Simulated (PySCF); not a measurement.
**A search over the determinants of SeF**

Unrestricted PBE0; basis Se def2-TZVPP, F def2-TZVPP; no relativity; PySCF 2.14. Outer shells of the fragments: Se 3d10 4s2 4p4; F 2s2 2p5.

Followed along the bond (rough minima from three points):

```json
{"2Ms+1": "2", "unpaired": "π ↑", "⟨S²⟩ at the start": "0.75", "R at minimum (Å)": "1.74", "Te (eV)": "0.00"}
{"2Ms+1": "4", "unpaired": "σ ↑, π ↑↑", "⟨S²⟩ at the start": "3.75", "R at minimum (Å)": "none in the scan", "Te (eV)": "≤ 1.69"}
```

Solutions found at the starting distance of 1.730 Å, counted from the lowest of them; the search is not exhaustive and high or unbound solutions are not listed, so other states can lie among these:

```json
{"2Ms+1": "2", "unpaired": "π ↑", "term": "²Π", "E (eV)": "0.00", "⟨S²⟩": "0.75", "⟨Lz²⟩": "1.01", "μ (D)": "-1.40"}
{"2Ms+1": "4", "unpaired": "σ ↑, π ↑↑", "term": "⁴Σ⁻", "E (eV)": "2.14", "⟨S²⟩": "3.75", "⟨Lz²⟩": "0.00", "μ (D)": "-1.30"}
{"2Ms+1": "2", "unpaired": "σ ↑, π ↑↓", "term": "mixed", "E (eV)": "2.84", "⟨S²⟩": "1.76", "⟨Lz²⟩": "2.02", "μ (D)": "-1.18"}
{"2Ms+1": "2", "unpaired": "σ ↓, π ↑↑", "term": "mixed", "E (eV)": "2.86", "⟨S²⟩": "1.76", "⟨Lz²⟩": "0.00", "μ (D)": "-1.16"}
{"2Ms+1": "2", "unpaired": "σ ↑", "term": "mixed", "E (eV)": "3.97", "⟨S²⟩": "0.75", "⟨Lz²⟩": "2.01", "μ (D)": "-0.99"}
{"2Ms+1": "2", "unpaired": "π ↑", "term": "²Π", "E (eV)": "7.57", "⟨S²⟩": "0.76", "⟨Lz²⟩": "1.01", "μ (D)": "-0.66"}
{"2Ms+1": "4", "unpaired": "σ ↑↑, π ↑", "term": "⁴Π", "E (eV)": "7.71", "⟨S²⟩": "3.76", "⟨Lz²⟩": "1.01", "μ (D)": "0.64"}
{"2Ms+1": "4", "unpaired": "σ ↑, π ↑↑", "term": "mixed", "E (eV)": "7.96", "⟨S²⟩": "3.76", "⟨Lz²⟩": "2.02", "μ (D)": "2.74"}
```

A term symbol is given only where ⟨S²⟩ and ⟨Lz²⟩ are close to those of a pure state; real π, δ and φ orbitals otherwise mix terms. A positive dipole means Se(−)F(+).

Spin–orbit coupling is left out. Counting both spins, an empty level lies below a filled one in some of these solutions, because spin and occupation are held.
